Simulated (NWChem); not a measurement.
**Spin states of Sb (-1)**

SMILES: [Sb-]
```xyz
1

Sb     0.0000     0.0000     0.0000
```
Charge -1, spin multiplicity 3.

The numbers come from NWChem runs, not from measurements.

Basis set: def2-TZVPD. The gap is E(triplet) − E(singlet), so a negative value puts the higher spin lower. Open shells are unrestricted, coupled cluster uses restricted open-shell references, and the singlet is the closed-shell solution. The triplet is the single determinant that the SCF runs reached, with unpaired electrons in orbitals of symmetry b1u and b2u (D2h labels); it need not be the lowest triplet, which in molecules with degenerate π orbitals can need several determinants. Where the lowest singlet needs several determinants, the single determinant used here isn't a pure state and places it wrongly.

Effective core potentials replace the inner electrons of Sb; spin-orbit coupling is left out. The correlated methods keep 4 core orbitals frozen. B3LYP has NWChem's definition, with VWN1-RPA local correlation. No SCF solution was tested for a lower state. Open-shell Hartree-Fock references start from PBE0 orbitals. Coupled-cluster values serve here as a point of comparison, not as the truth.

```
method      vertical singlet-triplet gap (kcal/mol)
----------  ---------------------------------------
BHandHLYP                                     -24.1
B3LYP                                         -22.5
HF                                            -35.1
M06-2X                                        -29.0
B2PLYP                                          ___
MP2                                           -26.9
CCSD(T)                                         ___
CR-CCSD(T)                                      ___
```

Some entries are withheld; supply them.


- B2PLYP, vertical singlet-triplet gap (kcal/mol): -23.4
- CCSD(T), vertical singlet-triplet gap (kcal/mol): -21.4
- CR-CCSD(T), vertical singlet-triplet gap (kcal/mol): -22.1
